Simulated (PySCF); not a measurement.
ZnH₂, SMILES [ZnH2].

The structure is a stationary point at PBE-D3(BJ)/def2-TZVPD. The isomer is the one that the SMILES or the coordinates give; other isomers of the formula were not compared.

Computed with ωB97X/def2-TZVPD in PySCF.

Gas-phase values at a fixed geometry.

Computed frontier levels, gap, dipole moment and polarisability:
The highest occupied level is -10.44 eV. The lowest empty level is 0.78 eV and the orbital gap is 11.22 eV. The dipole moment is 0.00 D, the quadrupole, principal values (traceless, Buckingham form, about the centre of nuclear charge) is -6.58, 3.29, 3.29 D·Å and the mean static polarisability is 28.9 bohr³ (4.28 Å³). The polarisability, principal values is 25.7, 25.7, 35.2 bohr³.
